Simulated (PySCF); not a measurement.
**Te: excitation energy**

Te [Kr] 4d10 5s2 5p4 (3P) → Te [Kr] 4d10 5s1 5p5 (3P), as a difference of total energies. Calculation: PySCF 2.14, in def2-QZVPPD with the def2 core potential (28 electrons) (8s7p5d4f1g, 91 functions); a scalar-relativistic core potential. Correlated levels: valence: 4s2 4p6 4d10 frozen. The calculations carry no spin-orbit coupling.

```tsv
method	excitation energy (eV)
UHF	9.987
MP2 (valence)	9.194
SCS-MP2 (valence)	9.093
CCSD (valence)	8.261
CCSD(T) (valence)	7.553
```

Question: How much does correlation contribute at CCSD(T) (valence)?

Answer: 7.553 − (9.987) = -2.434 eV, measured against UHF.

The upper state lies above the first ionisation limit, where it may autoionise and the basis confines it.

The coupled-cluster amplitudes are large for the upper state (T1 above 0.03 or a double amplitude above 0.15), so a single reference is strained.
